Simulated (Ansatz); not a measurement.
A made-up structure of CH4GeN (charge +1), singlet:

C1  (-0.306, -0.693, 0.072)
N2  (-0.763, -1.729, 0.181)
Ge3  (0.491, 1.112, -0.116)
H4  (-1.173, -2.658, 0.278)
H5  (0.019, 1.448, -1.521)
H6  (-0.203, 1.814, 1.040)
H7  (1.958, 0.758, 0.062)
(Å)

It is relaxed with PBE-D4/def2-SVP and then PBE0-D4/def2-TZVP (Ansatz 0.2.0). Atoms count as bonded within 1.22 times the sum of their covalent radii (H–H: 0.88 Å). The end point is not checked to be a true minimum.

(1) Does its bonding change? (Judge from chemistry; the calculation decides.)

Answers

(1) Computed: No: no bond forms or breaks.

Where it ends: The first stage lowers the energy by 0.06 eV in 4 steps. It ends as CH₄GeN ([NH][C][GeH3]), total charge +1:
```
7
angstrom
C -0.3206 -0.7265 0.0759
N -0.7788 -1.7651 0.1844
Ge 0.4940 1.1197 -0.1170
H -1.1843 -2.6841 0.2803
H 0.0333 1.4775 -1.5216
H -0.1886 1.8424 1.0341
H 1.9682 0.7889 0.0583
```

Labels in which every atom is bracketed show which atoms are joined, not bond orders.

For scale, one of the runs: PBE0-D4/def2-TZVP relaxation, 134 basis functions, launched by `ansatz run in.yaml --threads 2 --pin off --events-out ev --progress --plain --max-ram 4352MiB`. The run took about 10 s on 2 CPU threads of an Arm Neoverse V1 (shared host).
